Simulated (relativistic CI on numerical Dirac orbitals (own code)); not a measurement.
**Slater and spin-orbit integrals, Dy⁵⁴⁺**

Calculated at this level of theory: Dirac-Coulomb-Breit CI, orbitals from a KLI potential per configuration, QED by a radiative potential, unscaled Slater integrals (own radial code, finite nucleus).

Slater integrals F^k, G^k are unscaled and averaged over j, outside the closed core [Ne]; ζ comes from projecting the Hamiltonian with its Breit term on Σ l·s of the shell.

- 3s3p: G^1(3s,3p) = 600740, ζ(3p) = 1.1579e+06 cm⁻¹; <r>(3s) = 0.2114, <r^2>(3s) = 0.05101, <r>(3p) = 0.2055, <r^2>(3p) = 0.04886 (bohr units).
- 3p²: F^2(3p,3p) = 476140, ζ(3p) = 1.1576e+06 cm⁻¹; <r>(3p) = 0.2056, <r^2>(3p) = 0.04893 (bohr units).
- 3s3d: G^2(3s,3d) = 371320, ζ(3d) = 158000 cm⁻¹; <r>(3s) = 0.2115, <r^2>(3s) = 0.05106, <r>(3d) = 0.1809, <r^2>(3d) = 0.03767 (bohr units).

Averages of the first 10 configurations, taken without configuration mixing, which lowers the lowest level and can move excited configurations by several eV; other configurations of the list can lie among them:

```tsv
Configuration	Parity	States	Average energy above the lowest level (eV)
3s²	even	1	4.1
3s3p	odd	12	272.8
3p²	even	15	562.1
3s3d	even	20	551.6
3d²	even	45	1110.3
3p3d	odd	60	832.2
3p4s	odd	12	2708.1
3d4s	even	20	2975.6
3s4s	even	4	2426.0
3s4p	odd	12	2543.6
```
